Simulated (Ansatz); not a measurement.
A nudged elastic band was laid between two geometries of C₂H₅FOSi (10 atoms, charge 0, multiplicity 1).

All numbers below come from Ansatz 0.2.0, RKS B3LYP-D4/STO-3G.

| Property | Result |
| --- | --- |
| movable images | 7 |
| climbing image | yes |
| spring | 5.0 eV/Å² |
| optimiser | quadratic models (default) |
| start path | through a guess of the saddle point |
| force threshold | 0.03 eV/Å |
| iteration limit | 60 |
| end points | relaxed |

Initial state:

```xyz
10
Properties=species:S:1:pos:R:3
F -1.724 0.387 1.773
Si -0.401 0.983 0.998
C -0.162 0.075 -0.641
C 0.592 -1.237 -0.733
O 1.207 0.008 -1.226
H -0.588 2.398 0.739
H 0.782 0.786 1.813
H -0.956 0.209 -1.402
H 0.299 -1.980 -1.497
H 1.033 -1.680 0.178
```

Final state:

```xyz
10
Properties=species:S:1:pos:R:3
F -1.613 0.552 1.938
Si -0.364 0.951 0.945
C -0.323 -0.277 -0.501
C 0.274 -1.731 -0.493
O 1.090 -0.399 -1.102
H -0.551 2.309 0.461
H 0.898 0.856 1.653
H -1.057 -0.074 -1.306
H 0.920 -0.506 -2.109
H 0.809 -1.733 0.519
```

(1) What changes between the two ends?

(2) What energy profile does the band end with?

(3) What is the geometry of the highest image?

The band took 8 iterations and roughly 100 core-seconds.

Results:

(1) Bonds broken: C4–H9. Bonds formed: O5–H9.

(2) It converged. The highest image is number 6 of 0 to 8, 3.92 eV above the first end and 0.28 eV above the last; the last end lies 3.64 eV above the first. Neighbouring images differ by up to 1.4 eV, so the band resolves the path poorly. A vibrational analysis at the climbing image gives one clearly imaginary mode, 908i cm⁻¹: a first-order saddle point. The orbitals stay closed-shell, which can raise the energy where a bond breaks towards radicals; this wasn't checked here. Limits of this set-up: minimal basis.

| image | path coordinate (Å) | energy (eV) | C4–H9 (Å) | O5–H9 (Å) |
| --- | --- | --- | --- | --- |
| 0 | 0.00 | 0.00 | 1.11 | 2.20 |
| 1 | 0.31 | 0.04 | 1.10 | 2.17 |
| 2 | 0.62 | 0.22 | 1.10 | 2.10 |
| 3 | 0.93 | 0.86 | 1.09 | 1.87 |
| 4 | 1.24 | 2.27 | 1.13 | 1.57 |
| 5 | 1.55 | 3.58 | 1.30 | 1.28 |
| 6 | 1.86 | 3.92 | 1.61 | 1.07 |
| 7 | 2.19 | 3.76 | 1.91 | 1.03 |
| 8 | 2.52 | 3.64 | 2.13 | 1.03 |

(3) 
```xyz
10
Properties=species:S:1:pos:R:3
F -1.617 0.505 1.905
Si -0.357 0.948 0.947
C -0.314 -0.183 -0.571
C 0.281 -1.608 -0.554
O 1.084 -0.175 -1.167
H -0.524 2.331 0.537
H 0.897 0.790 1.657
H -1.089 0.021 -1.338
H 0.936 -0.969 -1.872
H 0.786 -1.711 0.457
```

Run time: 100 s on 1 thread of Arm Neoverse V2, with other jobs on the host, peak memory 0.098 GiB.
